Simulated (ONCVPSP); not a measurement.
**What the settings do to the ONCV potential of Cd**

Base potential:

```
Element                 : cadmium
Generator               : ONCVPSP 4.0.1
Type                    : optimised norm-conserving Vanderbilt (ONCV)
Functional              : PBE
Relativity              : scalar-relativistic
Frozen core             : [Ar] 3d10 4s2
Valence charge          : 18
Reference configuration : 4p6 4d10 5s2
Partial waves           : 5s: rc 2.45 bohr, ncon 5, nbas 8, qcut 2.2 1/bohr, 2 projectors, debl 1.9 Ha; 4p: rc 1.50 bohr, ncon 4, nbas 8, qcut 10.4 1/bohr, 2 projectors, debl 2 Ha; 4d: rc 1.35 bohr, ncon 4, nbas 9, qcut 10.8 1/bohr, 2 projectors, debl 3.4 Ha
Local potential         : polynomial inside 1.05 bohr (lpopt 5, dvloc0 0 Ha)
Core correction         : none
```

In the p channel the program set the typed energies aside and used -2.461, 0.250 Ha.

All-electron outer shells of the reference configuration (PBE, scalar-relativistic, ld1.x):

```json
{"shell": "4s", "level (eV)": "-105.92", "outermost node (bohr)": "0.43", "outermost maximum (bohr)": "0.79"}
{"shell": "4p", "level (eV)": "-66.97", "outermost node (bohr)": "0.43", "outermost maximum (bohr)": "0.84"}
{"shell": "4d", "level (eV)": "-11.73", "outermost node (bohr)": "0.42", "outermost maximum (bohr)": "0.98"}
{"shell": "5s", "level (eV)": "-5.66", "outermost node (bohr)": "1.07", "outermost maximum (bohr)": "2.35"}
```

Cutoffs, loose and tight: the cutoffs (Ha) at which the residual kinetic energy of the hardest occupied pseudo-wave falls to 1 and 0.1 mHa per electron. They do not see the model core or the augmentation charge, which bear on the density cutoff. Test errors are all-electron minus pseudo excitation energies from the reference, over the configurations 4p6 4d10 5s1; 4p6 4d10 5s0; 4p6 4d9 5s0; 4p6 4d10 5s1.5. A dash means not determined; rows that change the core or the reference have their own tests.

A true bound ghost makes a file unfit for plane-wave use even where its test errors are small: the radial tests pick states by their node count and pass the ghost by.

```csv
change,outcome,"cutoff, loose","cutoff, tight",bound ghosts,GHOST(+) flags above zero,largest test error (meV)
base,"generated, projector energies reset by the program",38 Ha,45 Ha,s,s,+33
"all radii scaled by about 0.78 (s 1.92, p 1.18, d 1.06 bohr); local potential polynomial inside 0.82 bohr (lpopt 5, dvloc0 0 Ha)","generated, projector energies reset by the program",42 Ha,50 Ha,s,s,+30
"all radii scaled by about 0.83 (s 2.02, p 1.24, d 1.12 bohr); local potential polynomial inside 0.86 bohr (lpopt 5, dvloc0 0 Ha)","generated, projector energies reset by the program",40 Ha,47 Ha,s,s,+37
"all radii scaled by about 0.89 (s 2.18, p 1.34, d 1.20 bohr); local potential polynomial inside 0.94 bohr (lpopt 5, dvloc0 0 Ha)","generated, projector energies reset by the program",39 Ha,46 Ha,s,s,+43
"all radii scaled by about 0.96 (s 2.34, p 1.44, d 1.30 bohr); local potential polynomial inside 1.00 bohr (lpopt 5, dvloc0 0 Ha)","generated, projector energies reset by the program",38 Ha,45 Ha,s,s,+41
"all radii scaled by about 1.08 (s 2.66, p 1.62, d 1.46 bohr); local potential polynomial inside 1.14 bohr (lpopt 5, dvloc0 0 Ha)","generated, projector energies reset by the program",37 Ha,44 Ha,s,none,-25
"all radii scaled by about 1.12 (s 2.76, p 1.68, d 1.52 bohr); local potential polynomial inside 1.18 bohr (lpopt 5, dvloc0 0 Ha)","generated, projector energies reset by the program",36 Ha,43 Ha,s,none,-29
"all radii scaled by about 1.22 (s 2.98, p 1.82, d 1.64 bohr); local potential polynomial inside 1.28 bohr (lpopt 5, dvloc0 0 Ha)","generated, projector energies reset by the program",35 Ha,41 Ha,s,none,-113
"all radii scaled by about 1.26 (s 3.08, p 1.88, d 1.70 bohr); local potential polynomial inside 1.32 bohr (lpopt 5, dvloc0 0 Ha)","generated, projector energies reset by the program",34 Ha,41 Ha,s,none,-154
"all radii scaled by about 1.34 (s 3.28, p 2.00, d 1.80 bohr); local potential polynomial inside 1.40 bohr (lpopt 5, dvloc0 0 Ha)","generated, projector energies reset by the program",33 Ha,39 Ha,s,none,-266
```

Reading the sweep of the scale of all radii (base = 1) (base included, trends over the rows without a ghost): Bound ghosts are found at 0.78, 0.83, 0.89, 0.96, 1, 1.08, 1.12, 1.22, 1.26, 1.34. Every judged row has one, so this setting neither creates nor removes them.
